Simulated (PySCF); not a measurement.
Radial density of Li⁺ (lithium, charge +1)

UHF, 1s2, closed-shell 1S. All numbers are calculated (PySCF 2.14, the non-relativistic Hamiltonian (point nucleus), in pcseg-2 (4s2p1d, 15 functions)).

```tsv
r (bohr)	4πr²ρ (e/bohr)
0.00682	0.007707
0.0115	0.02143
0.0193	0.05809
0.0325	0.1512
0.0546	0.3751
0.0918	0.8480
0.154	1.659
0.260	2.549
0.437	2.687
0.735	1.575
1.24	0.3665
2.08	0.01786
```
